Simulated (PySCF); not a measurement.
Cd(OH)(SiH3) (CdH₄OSi), SMILES [OH][Cd][SiH3].

Geometry: B3LYP-D3(BJ)/def2-TZVP. The def2 effective core potentials stand for the cores of Cd; spin–orbit coupling is left out. Other conformers were not sampled.

Level of theory: TDA-LC-ωPBE/def2-SVPD (PySCF 2.14.0).

Vertical excitations. Gas-phase values at a fixed geometry. State labels are in the subgroup Cs.

```csv
state,symmetry,energy (eV),λ (nm),f,main pairs
S1,A",6.10,203,0.015,"HOMO−1→LUMO 64 %, HOMO−1→LUMO+2 18 %, HOMO−1→LUMO+3 10 %"
S2,A',6.24,199,0.097,"HOMO→LUMO 74 %, HOMO→LUMO+2 16 %"
S3,A",6.36,195,0.096,HOMO→LUMO+1 90 %
S4,A',6.64,187,0.261,"HOMO→LUMO+2 54 %, HOMO−1→LUMO+1 26 %"
S5,A",6.73,184,0.012,"HOMO−1→LUMO+2 68 %, HOMO−1→LUMO 23 %"
S6,A',7.25,171,0.506,"HOMO−1→LUMO+1 34 %, HOMO−2→LUMO 25 %, HOMO→LUMO+2 20 %, HOMO→LUMO 13 %"
S7,A',7.52,165,0.002,"HOMO−2→LUMO+2 55 %, HOMO−1→LUMO+1 15 %, HOMO→LUMO+3 8 %"
S8,A",7.73,160,0.125,HOMO−2→LUMO+1 85 %
S9,A',7.83,158,0.281,"HOMO−2→LUMO 44 %, HOMO−2→LUMO+2 20 %, HOMO−1→LUMO+1 12 %"
S10,A',8.40,148,0.036,"HOMO→LUMO+3 50 %, HOMO→LUMO+5 20 %, HOMO→LUMO+4 8 %"
T1,A',5.21,238,0,HOMO→LUMO 75 %
T2,A",5.34,232,0,HOMO→LUMO+1 82 %
T3,A',5.53,224,0,HOMO→LUMO+2 71 %
T4,A",5.60,221,0,"HOMO−1→LUMO 51 %, HOMO−1→LUMO+2 29 %, HOMO−1→LUMO+3 12 %"
```
Triplets are in the Tamm–Dancoff approximation.
